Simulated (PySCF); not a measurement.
C7H4F5N.
Bonds: F1–C2, C2–F3, C2–F4, C2–C5, C5–F6, C5–F7, C5–C8, C8–C9 (aromatic), C9–C10 (aromatic), C10–N11 (aromatic), N11–C12 (aromatic), C12–C13 (aromatic), C8–C13 (aromatic). Hydrogens: H14 on C9; H15 on C10; H16 on C12; H17 on C13.

Computed by this run: PySCF, PBE0-D3(BJ)/def2-SVP geometry optimisation, gas phase; density fitting, grid level 1; the optimiser is geomeTRIC in internal coordinates, started from a GFN2-xTB structure.

Step 0: E = -22359.0248 eV
```
atom  x, y, z in Å  |  force x, y, z in eV/Å
F1     -1.8967   -1.6536    0.6647    0.078   0.243  -0.282
C2     -2.2524   -0.4159    0.3109   -0.398  -0.238   0.496
F3     -3.5255   -0.4501   -0.0639    0.313   0.117  -0.221
F4     -2.1669    0.3508    1.4012    0.108   0.025  -0.348
C5     -1.3123    0.1219   -0.8049   -0.432   0.025  -0.220
F6     -1.7497    1.3558   -1.1514    0.225  -0.247   0.381
F7     -1.4787   -0.6607   -1.8975    0.185  -0.007   0.471
C8      0.1174    0.1362   -0.3247   -0.398   0.082  -0.369
C9      0.9230   -0.9812   -0.4998    0.026   0.237   0.097
C10     2.2197   -0.9191   -0.0076   -0.172  -0.035  -0.059
N11     2.7108    0.1370    0.6128    0.560  -0.009   0.197
C12     1.9356    1.1923    0.7759   -0.171   0.023  -0.042
C13     0.6228    1.2524    0.3287    0.090  -0.236  -0.074
H14     0.5538   -1.8604   -1.0027   -0.152  -0.388  -0.227
H15     2.8936   -1.7576   -0.1158    0.263  -0.477  -0.112
H16     2.3844    2.0312    1.2891    0.135   0.486   0.249
H17     0.0172    2.1315    0.4787   -0.259   0.397   0.062
```

Step 1: E = -22359.0675 eV
```
atom  x, y, z in Å  |  force x, y, z in eV/Å
F1     -2.0689   -1.6823    0.6407    0.016  -0.021   0.091
C2     -2.3458   -0.4299    0.3076    0.183   0.171  -0.402
F3     -3.5491   -0.3846   -0.2470   -0.054  -0.069   0.202
F4     -2.3387    0.3269    1.3955    0.004  -0.032   0.081
C5     -1.3111    0.0934   -0.7195    0.060   0.030  -0.035
F6     -1.7010    1.3415   -1.0434   -0.105   0.000  -0.070
F7     -1.4327   -0.6913   -1.8072   -0.082   0.002  -0.074
C8      0.1208    0.1127   -0.2619   -0.021  -0.059   0.179
C9      0.9455   -0.9912   -0.4631   -0.059  -0.060  -0.033
C10     2.2711   -0.9030   -0.0434    0.051  -0.035   0.006
N11     2.7861    0.1743    0.5406    0.025  -0.004   0.014
C12     1.9877    1.2191    0.7362    0.044   0.029   0.031
C13     0.6470    1.2429    0.3588   -0.078   0.052   0.004
H14     0.5681   -1.8935   -0.9488    0.017   0.032   0.011
H15     2.9511   -1.7496   -0.1964   -0.022   0.018   0.008
H16     2.4362    2.0974    1.2155   -0.009  -0.026  -0.003
H17     0.0297    2.1273    0.5296    0.030  -0.025  -0.007
```

Task: Estimate the geometry and energy of step 2. (The exact step hangs on the optimiser's Hessian estimate; all steps are aligned on step 1, rigid shifts and turns removed.)

Result: E = -22359.0880 eV, largest force 0.135 eV/Å
```
atom  x, y, z in Å  |  force x, y, z in eV/Å
F1     -1.9659   -1.6597    0.6524    0.044  -0.106  -0.017
C2     -2.2943   -0.4225    0.3063   -0.093  -0.013  -0.004
F3     -3.5350   -0.4246   -0.1591    0.080   0.004   0.008
F4     -2.2467    0.3425    1.3885    0.022   0.115   0.067
C5     -1.3161    0.1068   -0.7641   -0.090   0.027  -0.018
F6     -1.7399    1.3440   -1.0906    0.057  -0.055  -0.020
F7     -1.4577   -0.6903   -1.8418    0.025   0.059   0.026
C8      0.1146    0.1313   -0.2979   -0.024  -0.005  -0.055
C9      0.9307   -0.9819   -0.4859    0.010   0.003   0.016
C10     2.2448   -0.9147   -0.0253   -0.008  -0.003   0.002
N11     2.7551    0.1513    0.5839   -0.016  -0.003   0.001
C12     1.9648    1.2061    0.7604    0.009   0.023   0.016
C13     0.6360    1.2542    0.3411   -0.014  -0.055  -0.002
H14     0.5551   -1.8766   -0.9842   -0.001   0.003  -0.004
H15     2.9159   -1.7704   -0.1598   -0.002   0.000  -0.004
H16     2.4092    2.0712    1.2654    0.000   0.002  -0.005
H17     0.0254    2.1433    0.5044    0.001   0.003  -0.007
```

The energy changes by -0.0205 eV. The first-order estimate −F·Δx gives -0.0407 eV and the mean of the old and new forces, exact on a quadratic surface, -0.0217 eV. The step makes an angle of 74° with the force vector and moves no atom by more than 0.106 Å.

What follows is the cost of the whole optimisation. Cost: about 8 min of CPU time on one thread; the machine was shared, so the figure is rough.
